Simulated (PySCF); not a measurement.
## Computed properties of hexafluoroethane (C2F6), SMILES FC(F)(F)C(F)(F)F

hexafluoroethane (C2F6), SMILES FC(F)(F)C(F)(F)F. Geometry: PBE0-D3(BJ)/def2-SVP. Other conformers were not sampled. All values are computed for the isolated molecule unless a solvent is named; none is compared with measurement here.

**Structure.** The optimised structure has D3d symmetry. All 18 harmonic modes at PBE0-D3(BJ)/def2-SVP (PySCF) are real, so it is a minimum. With heavy atoms numbered as in [F:1][C:2]([F:3])([F:4])[C:5]([F:6])([F:7])[F:8], the shortest bond between them is C2–F3 at 1.323 Å and the longest C2–C5 at 1.542 Å.

**Vibrations.** The strongest infrared lines (harmonic, unscaled, degenerate partners summed) lie at 1312 cm⁻¹ (1183 km/mol, C 72 %, F 28 %), 1165 cm⁻¹ (312 km/mol, C 63 %, F 37 %), 730 cm⁻¹ (41 km/mol, F 80 %, C 20 %). The softest mode is at 56 cm⁻¹ and the zero-point energy is 19.1 kcal/mol.

**Electronic structure.** M06-2X/def2-TZVP (PySCF) places the frontier levels at -13.18 and 3.32 eV, a gap of 16.50 eV, and gives a dipole moment of 0.00 D and a mean polarisability of 28.0 bohr³.

**Excitations.** TDDFT-ωB97X/def2-SVPD (PySCF) has S1 at 12.06 eV (103 nm, f = 0.000, dark); the most intense of the 10 singlets computed lies at 13.12 eV (f = 0.28). Strengths of degenerate partners are summed. T1 (TDA) is at 11.15 eV. No vertical singlet excitation falls in the visible range (under 3.1 eV).

**NMR.** GIAO shifts at KT2/pcSseg-1 (PySCF) (non-relativistic, atoms alike by connectivity averaged): ¹³C at 123.0 ppm against TMS; ¹⁹F at -134.9 ppm against CFCl3.
